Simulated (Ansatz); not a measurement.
Ansatz (a program for electronic structure) input (CCSD(T)/6-31G):

Ansatz 0.2 input:
```yaml
crystal:
  periodic: [false, false, false]
  atoms:
    - {symbol: F, position_ang: [-0.03138921, 0.14495741, 1.82106564]}
    - {symbol: Si, position_ang: [-0.00423304, 0.01954846, 0.24558271]}
    - {symbol: Cl, position_ang: [1.88985108, -0.41273118, -0.32592990]}
    - {symbol: Cl, position_ang: [-0.60101167, 1.78635357, -0.54391207]}
    - {symbol: Cl, position_ang: [-1.26873556, -1.46646327, -0.29649619]}
basis:
  gaussian:
    orbitals: 6-31G
magnetization: {spin_polarized: false}
correlation: {method: ccsd_t, electrons: outside_noble_gas}
```

End of the output:

```
integrals: 0.03 GiB planned
635 factors; integrals over basis functions are off by at most 9.6e-5 eV
0.53 GiB of device memory are held for the factors and their scratch space
mean field: 0.28 GiB planned
mean field evaluation 1: about -48074.8703 eV, gradient 2.9e1 eV
mean field evaluation 2: about -48075.0308 eV, gradient 2.9e1 eV
mean field evaluation 4: about -48077.5338 eV, gradient 2.2e0 eV
mean field evaluation 8: about -48077.5600 eV, gradient 1.2e-1 eV
mean field evaluation 16: about -48076.8977 eV, gradient 1.5e1 eV
mean field -48077.56007854 eV, -1766.8177447458 hartree, gradient 1.6e-6 eV, S^2 0.000000; 0 other end points of the search recorded, 0 dependent functions left out
21 core orbitals not correlated
reference -48077.56007854 eV, -1766.8177447458 hartree; 16, 16 occupied and 24, 24 virtual orbitals, 635 factors
second order -7.94938062 eV of doubles, -0.00000000 eV of singles
coupled cluster: 0.14 GiB planned
cycle   1  -8.09927988 eV  change   -1.5e-1 eV  update   8.5e-2
cycle   2  -8.34250854 eV  change   -2.4e-1 eV  update   2.3e-2
cycle   3  -8.39194861 eV  change   -4.9e-2 eV  update   1.1e-2
cycle   4  -8.39680370 eV  change   -4.9e-3 eV  update   2.2e-3
cycle   5  -8.39616715 eV  change    6.4e-4 eV  update   6.8e-4
cycle   6  -8.39593863 eV  change    2.3e-4 eV  update   1.6e-4
cycle   7  -8.39586395 eV  change    7.5e-5 eV  update   4.4e-5
cycle   8  -8.39584927 eV  change    1.5e-5 eV  update   1.2e-5
perturbative correction -0.16962736 eV, -0.0062336905 hartree
Total energy: -48086.12555517 eV, -1767.1325202061 hartree
```
